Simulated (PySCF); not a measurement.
BHFBr, SMILES FBBr.

The structure is a stationary point at B3LYP-D3(BJ)/def2-TZVP.

The numbers are results of TDDFT-ωB97X/def2-SVPD (PySCF), not measurements.

Vertical excitations. Gas-phase values at a fixed geometry. State labels are in the subgroup Cs.

| state | symmetry | energy (eV) | λ (nm) | f | main pairs |
|---|---|---|---|---|---|
| S1 | A" | 6.20 | 200 | 0.001 | HOMO→LUMO 97 % |
| S2 | A" | 7.17 | 173 | 0.001 | HOMO−2→LUMO 97 % |
| S3 | A' | 7.18 | 173 | 0.097 | HOMO−1→LUMO 94 % |
| S4 | A' | 8.33 | 149 | 0.055 | HOMO→LUMO+1 52 %, HOMO→LUMO+2 30 %, HOMO→LUMO+6 9 % |
| S5 | A" | 8.71 | 142 | 0.064 | HOMO−1→LUMO+1 50 %, HOMO−1→LUMO+2 28 %, HOMO−1→LUMO+6 14 % |
| S6 | A' | 8.83 | 140 | 0.072 | HOMO→LUMO+2 34 %, HOMO→LUMO+1 32 %, HOMO→LUMO+5 15 %, HOMO→LUMO+7 9 % |
| S7 | A" | 9.27 | 134 | 0.100 | HOMO−1→LUMO+1 35 %, HOMO−1→LUMO+2 31 %, HOMO−1→LUMO+5 14 %, HOMO−1→LUMO+6 9 % |
| S8 | A' | 9.82 | 126 | 0.028 | HOMO→LUMO+3 83 % |
| S9 | A" | 9.86 | 126 | 0.001 | HOMO→LUMO+4 95 % |
| S10 | A' | 10.04 | 124 | 0.046 | HOMO→LUMO+6 36 %, HOMO−2→LUMO+1 19 %, HOMO→LUMO+2 16 %, HOMO→LUMO+5 13 % |
| T1 | A" | 5.96 | 208 | 0 | HOMO→LUMO 90 % |
| T2 | A' | 6.24 | 199 | 0 | HOMO−1→LUMO 98 % |
| T3 | A" | 6.74 | 184 | 0 | HOMO−2→LUMO 88 % |
| T4 | A' | 7.84 | 158 | 0 | HOMO→LUMO+2 38 %, HOMO→LUMO+1 27 %, HOMO→LUMO+6 22 %, HOMO→LUMO+7 8 % |
Triplets are in the Tamm–Dancoff approximation, which puts them higher than full response would, so one can lie above its singlet here.
